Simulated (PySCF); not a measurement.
Job file and geometry (Å, from GFN2-xTB) of an NMR shielding run on SMILES C1=C[Si@@H](NC2CCC2)OC1, C7H13NOSi, GIAO PBE0/pcSseg-1 NMR shielding, non-relativistic, gas phase (PySCF 2.14.0, density-fitted response routines); density fitting, a coarse starting grid and PySCF grid level 2 are the driver's defaults:

```
$ OMP_NUM_THREADS=1 python probes_run.py task.json out

{"job": {"kind": "nmr", "xc": "PBE0", "basis": "pcSseg-1"}, "charge": 0, "multiplicity": 1}
C      3.380682    -0.519887    -0.816537
C      2.171319    -0.500266    -1.359625
Si     1.202185     0.867305    -0.493110
N     -0.202581     0.571012     0.437128
C     -1.497876     0.404995    -0.139823
C     -2.704137     0.540465     0.809318
C     -3.295364    -0.749644     0.220694
C     -1.961786    -1.029384    -0.488217
O      2.423503     1.162158     0.561192
C      3.609817     0.481235     0.274116
H      4.198954    -1.173056    -1.081542
H      1.881294    -1.165171    -2.154921
H      0.934113     2.016256    -1.357888
H     -0.106069     0.077135     1.312849
H     -1.561453     1.072721    -0.999018
H     -3.301697     1.442134     0.700248
H     -2.411932     0.435018     1.852442
H     -3.616557    -1.497578     0.942645
H     -4.110235    -0.559864    -0.474516
H     -2.015838    -1.271745    -1.546880
H     -1.358696    -1.781473     0.017182
H      4.370585     1.210035    -0.037148
H      3.967017    -0.005418     1.190606
```

Question: Write the output of this run.

Answer: 
```
coarse grid: 19440 points
cycle   1  E = -693.1981013241  dE =  1.570e+00  |g| = 7.872e-01  |ddm| = 4.409e+00
cycle   2  E = -693.0828115285  dE =  1.153e-01  |g| = 1.116e+00  |ddm| = 1.665e+00
cycle   3  E = -693.3231595047  dE = -2.403e-01  |g| = 1.255e-01  |ddm| = 1.105e+00
cycle   4  E = -693.3260082394  dE = -2.849e-03  |g| = 4.469e-02  |ddm| = 1.273e-01
cycle   5  E = -693.3264528386  dE = -4.446e-04  |g| = 9.259e-03  |ddm| = 4.340e-02
cycle   6  E = -693.3264680522  dE = -1.521e-05  |g| = 4.222e-03  |ddm| = 1.208e-02
cycle   7  E = -693.3264723117  dE = -4.260e-06  |g| = 7.264e-04  |ddm| = 4.166e-03
final grid: 182424 points
cycle   8  E = -693.3960348402  dE = -4.447e-05  |g| = 1.235e-02  |ddm| = 3.497e-02
cycle   9  E = -693.3960064539  dE =  2.839e-05  |g| = 1.727e-02  |ddm| = 2.296e-02
cycle  10  E = -693.3960679969  dE = -6.154e-05  |g| = 1.552e-03  |ddm| = 1.368e-02
cycle  11  E = -693.3960684814  dE = -4.845e-07  |g| = 2.503e-04  |ddm| = 1.486e-03
cycle  12  E = -693.3960684927  dE = -1.135e-08  |g| = 6.964e-05  |ddm| = 2.640e-04
cycle  13  E = -693.3960684937  dE = -9.538e-10  |g| = 2.630e-05  |ddm| = 8.622e-05
converged SCF energy = -693.3960684937

GIAO shielding tensors (ppm)
atom      isotropic    diamagn.    paramagn.     s11        s22        s33       span
  0 C       27.602     258.639    -231.037    -97.701     36.284    144.225    241.926
  1 C       52.141     263.130    -210.988    -59.988     43.255    173.157    233.145
  2 Si     356.132     881.959    -525.828    307.926    352.935    407.534     99.607
  3 N      186.639     326.269    -139.631    159.034    181.038    219.843     60.809
  4 C      140.895     239.602     -98.707    113.040    153.431    156.214     43.174
  5 C      151.201     251.566    -100.365    129.247    144.230    180.126     50.879
  6 C      173.906     254.816     -80.910    163.727    174.766    183.226     19.498
  7 C      148.228     249.303    -101.076    123.394    141.062    180.227     56.833
  8 O      296.767     401.362    -104.595    234.938    312.525    342.838    107.900
  9 C      111.659     240.518    -128.859     86.626     99.996    148.357     61.731
 10 H       24.516      29.935      -5.420     22.771     24.254     26.522      3.751
 11 H       25.530      33.400      -7.870     23.254     25.560     27.777      4.524
 12 H       26.405      30.982      -4.576     22.877     24.982     31.358      8.481
 13 H       30.622      36.544      -5.921     23.206     32.507     36.154     12.948
 14 H       28.274      31.755      -3.481     24.329     29.433     31.059      6.730
 15 H       29.069      29.976      -0.907     25.774     26.559     34.874      9.100
 16 H       29.964      31.369      -1.405     26.851     29.305     33.737      6.887
 17 H       30.014      29.140       0.873     26.012     27.059     36.971     10.959
 18 H       30.048      29.458       0.590     26.870     27.125     36.148      9.279
 19 H       29.253      31.799      -2.546     25.677     27.867     34.215      8.538
 20 H       30.039      32.532      -2.493     26.806     30.242     33.069      6.263
 21 H       26.996      25.700       1.296     22.411     25.438     33.139     10.727
 22 H       26.967      27.992      -1.025     22.477     25.469     32.955     10.477
```

Question: Turn these shieldings into chemical shifts. Referencing at the same level of theory: ¹³C (186.93 ppm) and ²⁹Si (349.16 ppm) and ¹H (31.72 ppm) vs TMS; ¹⁵N (267.73 ppm) vs NH3; ¹⁷O (336.08 ppm) vs H2O.

Answer: Averaging equivalent atoms: C 0: 159.3; C 1: 134.8; C 9: 75.3; C 4: 46.0; C 7: 38.7; C 5: 35.7; C 6: 13.0; Si 2: -7.0; N 3: 81.1; O 8: 39.3; H 10: 7.20; H 11: 6.19; H 12: 5.31; H 22: 4.75; H 21: 4.72; H 14: 3.44; H 15: 2.65; H 19: 2.46; H 16: 1.75; H 17: 1.70; H 20: 1.68; H 18: 1.67; H 13: 1.09 ppm. Experimental scales use liquid or dissolved standards, which lie at an offset from isolated NH3 (liquid NH3: subtract about 20 ppm) and H2O (liquid H2O: subtract about 36 ppm).

Size and cost of the density-fitted run: 242 basis functions, 110 s wall time on 1 thread of an Arm Neoverse N1, shared host; peak memory 1.1 GiB.
